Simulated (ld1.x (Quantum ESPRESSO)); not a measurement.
**Logarithmic derivatives: Ti, PAW**

titanium (Ti), PAW, made with ld1.x (Quantum ESPRESSO) 7.5 (LDA (PZ), fully relativistic). Core [Ne], reference 3s2 3p6 3d2.5 4s1.5 4p0. Waves: 3s (bound): rcut 1.35, rcutus 1.65 bohr; 4s (bound): rcut 1.35, rcutus 1.65 bohr; 3p (bound): rcut 1.50, rcutus 1.80 bohr; 4p (bound, empty): rcut 1.50, rcutus 1.80 bohr; 3d (bound): rcut 1.45, rcutus 2.00 bohr; 3d channel at 0.15 Ry: rcut 1.45, rcutus 2.00 bohr. Local part: all-electron potential smoothed inside 1.65 bohr (lloc = -1). Core correction: a·sin(br)/r model core inside 1.70 bohr. Augmentation charge: PSQ, inside the norm-conserving radii.

Open shells are filled in proportion to 2j + 1 (rel_dist='average').

The phase is arctan(r·u′/u) with u = r·R(r), unwrapped; energies in Ry, scanned from -6 to 5 Ry. A pole is an energy at which the radial function vanishes at the test radius. The pseudo phase is shifted by a multiple of π to meet the all-electron one at the reference energy, and phase errors are pseudo minus all-electron; the curves can meet again beyond the range given. Levels narrower than the energy grid can be missing from the lists of poles.

| channel | radius (bohr) | reference energy (Ry) | poles, all-electron | poles, pseudo | unbroken range about the reference energy with phases within 0.05 rad | phase error 1 Ry above the reference energy (rad) |
| --- | --- | --- | --- | --- | --- | --- |
| s | 2.20 | -0.31 | -4.31, 4.85 | -4.31, 4.96 | the whole range | +0.002 |
| p1/2 | 2.20 | -0.10 | -2.53 | -2.53, 4.51 | below 1.5 | -0.008 |
| p3/2 | 2.20 | -0.10 | -2.47 | -2.47, 4.53 | below 1.5 | -0.007 |
| d3/2 | 2.20 | -0.23 | 0.37 | 0.37 | the whole range | -0.000 |
| d5/2 | 2.20 | -0.23 | 0.38 | 0.38 | the whole range | -0.000 |

The ghost test of this file was not conclusive.

Phases in the d5/2 channel:

```json
{"E (Ry)": "-6.00", "all-electron": "1.386", "pseudo": "1.385"}
{"E (Ry)": "-5.48", "all-electron": "1.377", "pseudo": "1.377"}
{"E (Ry)": "-4.96", "all-electron": "1.367", "pseudo": "1.367"}
{"E (Ry)": "-4.44", "all-electron": "1.355", "pseudo": "1.355"}
{"E (Ry)": "-3.92", "all-electron": "1.340", "pseudo": "1.340"}
{"E (Ry)": "-3.40", "all-electron": "1.322", "pseudo": "1.322"}
{"E (Ry)": "-2.88", "all-electron": "1.298", "pseudo": "1.298"}
{"E (Ry)": "-2.36", "all-electron": "1.266", "pseudo": "1.266"}
{"E (Ry)": "-1.84", "all-electron": "1.216", "pseudo": "1.216"}
{"E (Ry)": "-1.32", "all-electron": "1.124", "pseudo": "1.124"}
{"E (Ry)": "-0.80", "all-electron": "0.870", "pseudo": "0.870"}
{"E (Ry)": "-0.28", "all-electron": "-0.574", "pseudo": "-0.574"}
{"E (Ry)": "0.24", "all-electron": "-1.498", "pseudo": "-1.498"}
{"E (Ry)": "0.76", "all-electron": "-1.700", "pseudo": "-1.700"}
{"E (Ry)": "1.28", "all-electron": "-1.822", "pseudo": "-1.822"}
{"E (Ry)": "1.80", "all-electron": "-1.952", "pseudo": "-1.952"}
{"E (Ry)": "2.32", "all-electron": "-2.157", "pseudo": "-2.157"}
{"E (Ry)": "2.84", "all-electron": "-2.603", "pseudo": "-2.602"}
{"E (Ry)": "3.36", "all-electron": "-3.483", "pseudo": "-3.478"}
{"E (Ry)": "3.88", "all-electron": "-4.107", "pseudo": "-4.103"}
{"E (Ry)": "4.40", "all-electron": "-4.369", "pseudo": "-4.365"}
{"E (Ry)": "4.92", "all-electron": "-4.499", "pseudo": "-4.495"}
```
